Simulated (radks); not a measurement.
Values are calculated unless marked as measured or tabulated.
The silicon anion Si4-, [Ar], held by a Watson sphere: a shell of charge +2.64 at radius R that stands for the Madelung well of a crystal (potential energy -2.64/R inside, -2.64/r outside, in hartree with lengths in bohr). Code: a radial shooting solver on a logarithmic mesh with Libxc functionals. Model: non-relativistic Kohn-Sham, LB94 model potential, spin-polarised, spherical densities, point nucleus. Response by self-consistent Sternheimer equations with the Hartree and adiabatic LDA kernel. The sphere does not respond.

\begin{tabular}{lrrrrrrr}
R (bohr) & e(2p) (eV) & e(3s) (eV) & e(3p) (eV) & <r> 3p (bohr) & sum of <r^2> (bohr^2) & X-ray form factor at sin(theta)/lambda = 0.1 1/angstrom & alpha (bohr^3) \\ \hline
2.04 & -96.135 & -7.533 & -0.918 & 2.841 & 73.45 & 14.179 & 112.0 \\
2.07 & -96.109 & -7.484 & -0.912 & 2.856 & 74.16 & 14.154 & 114.0 \\
3.26 & -97.015 & -6.071 & -0.510 & 3.512 & 108.1 & 13.233 & 263.9 \\
3.67 & -97.321 & -5.818 & -0.362 & 3.750 & 122.3 & 12.989 & 363.9 \\
4.15 & -97.567 & -5.638 & -0.214 & 4.033 & 140.7 & 12.761 & 532.0 \\
\end{tabular}
